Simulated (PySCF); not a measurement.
C6H8, SMILES C([C@@H](C)C#C)=C.

The structure is a stationary point at PBE0-D3(BJ)/def2-SVP. The structure was generated by enumeration; whether it is a known compound was not checked. Other conformers were not sampled.

Method: PySCF with TDA-PBE/def2-SVPD.

Vertical excitations. The molecule is in vacuum.

```json
[
 {"state": "S1", "energy (eV)": "5.51", "λ (nm)": "225", "f": "0.003", "main pairs": "HOMO−1→LUMO 94 %"},
 {"state": "S2", "energy (eV)": "5.68", "λ (nm)": "218", "f": "0.040", "main pairs": "HOMO→LUMO 54 %, HOMO−2→LUMO 35 %"},
 {"state": "S3", "energy (eV)": "6.36", "λ (nm)": "195", "f": "0.006", "main pairs": "HOMO→LUMO+1 90 %"},
 {"state": "S4", "energy (eV)": "6.63", "λ (nm)": "187", "f": "0.045", "main pairs": "HOMO−1→LUMO+1 61 %, HOMO−2→LUMO+1 16 %, HOMO−1→LUMO+2 10 %"},
 {"state": "S5", "energy (eV)": "6.68", "λ (nm)": "186", "f": "0.037", "main pairs": "HOMO−2→LUMO+1 32 %, HOMO→LUMO+2 30 %, HOMO−2→LUMO 13 %, HOMO→LUMO+3 10 %"},
 {"state": "S6", "energy (eV)": "6.80", "λ (nm)": "182", "f": "0.036", "main pairs": "HOMO→LUMO+2 34 %, HOMO−2→LUMO+1 25 %, HOMO→LUMO+3 22 %, HOMO−1→LUMO+2 9 %"},
 {"state": "S7", "energy (eV)": "6.85", "λ (nm)": "181", "f": "0.018", "main pairs": "HOMO→LUMO+3 42 %, HOMO−2→LUMO+1 19 %, HOMO−1→LUMO+3 11 %"},
 {"state": "S8", "energy (eV)": "7.00", "λ (nm)": "177", "f": "0.021", "main pairs": "HOMO−1→LUMO+3 50 %, HOMO−1→LUMO+2 34 %"},
 {"state": "S9", "energy (eV)": "7.08", "λ (nm)": "175", "f": "0.034", "main pairs": "HOMO−2→LUMO+2 31 %, HOMO−1→LUMO+3 28 %, HOMO−1→LUMO+2 10 %, HOMO→LUMO+2 8 %"},
 {"state": "S10", "energy (eV)": "7.21", "λ (nm)": "172", "f": "0.007", "main pairs": "HOMO→LUMO+4 72 %, HOMO−2→LUMO+3 15 %"},
 {"state": "T1", "energy (eV)": "4.46", "λ (nm)": "278", "f": "0", "main pairs": "HOMO→LUMO 66 %, HOMO−2→LUMO 31 %"},
 {"state": "T2", "energy (eV)": "5.16", "λ (nm)": "240", "f": "0", "main pairs": "HOMO−2→LUMO 39 %, HOMO→LUMO 18 %, HOMO−1→LUMO 10 %, HOMO→LUMO+2 7 %"},
 {"state": "T3", "energy (eV)": "5.36", "λ (nm)": "231", "f": "0", "main pairs": "HOMO−1→LUMO 81 %"},
 {"state": "T4", "energy (eV)": "5.60", "λ (nm)": "221", "f": "0", "main pairs": "HOMO−1→LUMO+1 52 %, HOMO−2→LUMO 14 %, HOMO−1→LUMO+2 9 %"}
]
```
Triplets are in the Tamm–Dancoff approximation.
